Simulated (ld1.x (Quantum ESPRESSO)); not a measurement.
**gold, TM semilocal: configuration errors across variants**

```
Element                 : gold
Generator               : ld1.x (Quantum ESPRESSO) 7.5
Type                    : norm-conserving Troullier–Martins (semilocal form)
Functional              : revPBE
Relativity              : scalar-relativistic
Frozen core             : [Xe]
Valence charge          : 25
Reference configuration : 4f14 5d10 6s1 6p0
Partial waves           : 6s (bound): rc 2.55 bohr; 6p (bound, empty): rc 2.90 bohr; 5d (bound): rc 1.80 bohr; 4f (bound): rc 0.85 bohr
Local potential         : the f channel
Core correction         : none
```

All-electron excitation energies from the reference (eV): (1) 4f14 5d10 6s0 6p0 9.281; (2) 4f14 5d9 6s0 6p0 30.404; (3) 4f14 5d8 6s0 6p0 64.200; (4) 4f14 5d9 6s2 6p0 1.731; (5) 4f14 5d7 6s0 6p0 111.835; (6) 4f13 5d10 6s1 6p0 92.512; (7) 4f14 5d10 6s0 6p1 5.219.

A semilocal file is local in each channel, so a ghost entry of none says nothing of the separable form that plane-wave codes build from it.

Errors AE − PS in meV (a dash: test not solved or not reliable):

| change | (1) | (2) | (3) | (4) | (5) | (6) | (7) | bound ghosts |
| --- | --- | --- | --- | --- | --- | --- | --- | --- |
| base | -2.2 | +15 | -17 | -22 | -147 | -1288 | -1.2 | not determined |
| wave 5d (bound): rc 1.80 bohr becomes 5d (bound): rc 1.12 bohr | -2.0 | +15 | -16 | -21 | -147 | -1295 | -1.1 | not determined |
| wave 5d (bound): rc 1.80 bohr becomes 5d (bound): rc 1.44 bohr | -2.0 | +14 | -21 | -22 | -156 | -1352 | -1.1 | not determined |
| wave 5d (bound): rc 1.80 bohr becomes 5d (bound): rc 1.84 bohr | -2.2 | +14 | -17 | -22 | -148 | -1292 | -1.1 | not determined |
| wave 5d (bound): rc 1.80 bohr becomes 5d (bound): rc 2.08 bohr | -1.6 | +11 | -29 | -22 | -168 | -1384 | -0.9 | not determined |
| wave 5d (bound): rc 1.80 bohr becomes 5d (bound): rc 2.32 bohr | -0.4 | +1.2 | -58 | -19 | -208 | -1555 | -0.5 | not determined |
| wave 5d (bound): rc 1.80 bohr becomes 5d (bound): rc 2.50 bohr | +0.6 | -14 | -94 | -14 | -243 | -1745 | -0.3 | not determined |
| wave 5d (bound): rc 1.80 bohr becomes 5d (bound): rc 2.64 bohr | +0.5 | -39 | -139 | -5.3 | -259 | -1982 | -0.7 | not determined |

(1) Give the same row for: wave 5d (bound): rc 1.80 bohr becomes 5d (bound): rc 1.58 bohr.

Answers

(1) -2.1, +14, -18, -22, -151, -1312, -1.1; bound ghosts: not determined.
